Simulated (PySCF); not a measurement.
NMR data simulated for an unnamed compound:

$^{1}$H NMR (600 MHz, computed): δ 4.35 (s, 2H), 3.67 (s, 3H), 2.12 (s, 3H).

$^{13}$C{$^{1}$H} NMR (computed): δ 174.7 (C), 173.9 (C), 61.2 (CH2), 52.3 (CH3), 21.7 (CH3).

PySCF 2.14 calculation with NMR shieldings at PBE0/pcSseg-1/GIAO, couplings computed with B3LYP/pcJ-1 (without the spin–dipole term) and coordinates at the PBE0-D3(BJ)/def2-SVP level; one conformer, non-relativistic, one averaged value for each set of equivalent atoms, gas phase.

Scale: $^{1}$H (σ = 31.27 ppm), $^{13}$C (σ = 184.41 ppm) against TMS (reference shieldings calculated alike).

Q: Which of these does the molecule contain: a heteroaromatic ring, an ester, a methoxy group, an amide, an N-methyl group?

A: 
- A heteroaromatic ring: no.
- An ester: yes (δC 173.9).
- A methoxy group: yes (δC 52.3; δH 3.67 (s)).
- An amide: no.
- An N-methyl group: no.

The data belong to SMILES COC(=O)COC(C)=O, C5H8O4; they needn't prove each group on their own.

Carbon signals by region: 2 in the far downfield region (above 160 ppm), 2 at 50–100 ppm, 1 below 50 ppm. Above 160 ppm: 174.7, ester carbonyl carbon, 173.9, ester carbonyl carbon.

Shifts are as computed. Against solution values, carbons near 30 ppm lie about +2 ppm off and those near 130 ppm about +5 ppm. Of 1211 compounds with measured shifts, 218 miss one by over three times the rms of a fit or turn the order of signals round; such compounds aren't used in these exercises.
